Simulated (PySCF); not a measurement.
# Electron correlation in Tc+ (technetium, charge +1)

[Kr] 4d4 5s1 5p1, one real determinant (an excited configuration). Computed with PySCF 2.14 in x2c-TZVPPall (8s6p6d2f1g, 79 functions), with scalar relativity by spin-free X2C-1e. Frozen: [Kr]; 6 electrons correlated.

| level | correlation energy (mhartree) |
| --- | --- |
| CCSD | -66.96 |
| (T) | -1.19 |
| CCSD(T) | -68.15 |

Diagnostics: T1 = 0.018, D1 = 0.0625, largest double amplitude 0.051.

The real determinant used has ⟨L²⟩ near 8 against 12 for a pure F term, so it mixes terms.

Cost of the coupled-cluster step: roughly 5 core-seconds, for 6 correlated electrons.

Iterations:

```
CC2 = 0
CCSD nocc = (np.int64(6), np.int64(0)), nmo = (61, 61)
frozen orbitals [[0, 1, 2, 3, 4, 5, 6, 7, 8, 9, 10, 11, 12, 13, 14, 15, 16, 17], [0, 1, 2, 3, 4, 5, 6, 7, 8, 9, 10, 11, 12, 13, 14, 15, 16, 17]]
max_cycle = 100
direct = 0
conv_tol = 1e-08
conv_tol_normt = 1e-06
diis_space = 8
diis_start_cycle = 0
Init t2, MP2 energy = -0.0591194263023181
Init E_corr(UCCSD) = -0.0591194263030613
cycle = 1  E_corr(UCCSD) = -0.0656490983448122  dE = -0.00652967204  norm(t1,t2) = 0.0369881
cycle = 2  E_corr(UCCSD) = -0.0668462359266619  dE = -0.00119713758  norm(t1,t2) = 0.0423453
cycle = 3  E_corr(UCCSD) = -0.0659239952018195  dE = 0.000922240725  norm(t1,t2) = 0.0624704
cycle = 4  E_corr(UCCSD) = -0.0667918901409963  dE = -0.000867894939  norm(t1,t2) = 0.0109502
cycle = 5  E_corr(UCCSD) = -0.0667308026413861  dE = 6.10874996e-05  norm(t1,t2) = 0.00485408
cycle = 6  E_corr(UCCSD) = -0.0667420314998458  dE = -1.12288585e-05  norm(t1,t2) = 0.00465399
cycle = 7  E_corr(UCCSD) = -0.0668446624652483  dE = -0.000102630965  norm(t1,t2) = 0.0116024
cycle = 8  E_corr(UCCSD) = -0.0668804863642354  dE = -3.5823899e-05  norm(t1,t2) = 0.00236022
cycle = 9  E_corr(UCCSD) = -0.066895205592265  dE = -1.4719228e-05  norm(t1,t2) = 0.00181408
cycle = 10  E_corr(UCCSD) = -0.0669476989604505  dE = -5.24933682e-05  norm(t1,t2) = 0.00125875
cycle = 11  E_corr(UCCSD) = -0.0669553376809233  dE = -7.63872047e-06  norm(t1,t2) = 0.000478398
cycle = 12  E_corr(UCCSD) = -0.0669563380227254  dE = -1.0003418e-06  norm(t1,t2) = 0.00023737
cycle = 13  E_corr(UCCSD) = -0.0669591610340149  dE = -2.82301129e-06  norm(t1,t2) = 5.64957e-05
cycle = 14  E_corr(UCCSD) = -0.0669589979699255  dE = 1.63064089e-07  norm(t1,t2) = 2.3599e-05
cycle = 15  E_corr(UCCSD) = -0.0669588984997855  dE = 9.947014e-08  norm(t1,t2) = 1.41814e-05
cycle = 16  E_corr(UCCSD) = -0.0669586968298523  dE = 2.01669933e-07  norm(t1,t2) = 7.47335e-05
cycle = 17  E_corr(UCCSD) = -0.0669587857391263  dE = -8.8909274e-08  norm(t1,t2) = 5.63535e-06
cycle = 18  E_corr(UCCSD) = -0.0669588894354884  dE = -1.03696362e-07  norm(t1,t2) = 2.9551e-06
cycle = 19  E_corr(UCCSD) = -0.0669588937090458  dE = -4.27355737e-09  norm(t1,t2) = 1.43156e-06
cycle = 20  E_corr(UCCSD) = -0.066958868339913  dE = 2.53691328e-08  norm(t1,t2) = 6.68615e-07
cycle = 21  E_corr(UCCSD) = -0.0669588669233457  dE = 1.41656736e-09  norm(t1,t2) = 4.07236e-07
UCCSD converged
E(UCCSD) = -4282.608943703976  E_corr = -0.06695886692334568
UCCSD(T) correction = -0.00118624509184673
```

The basis was made for the ground configuration and has no added diffuse functions, which can raise the energy of the promoted electron.

The reference is one real determinant that mixes LS terms of this configuration.
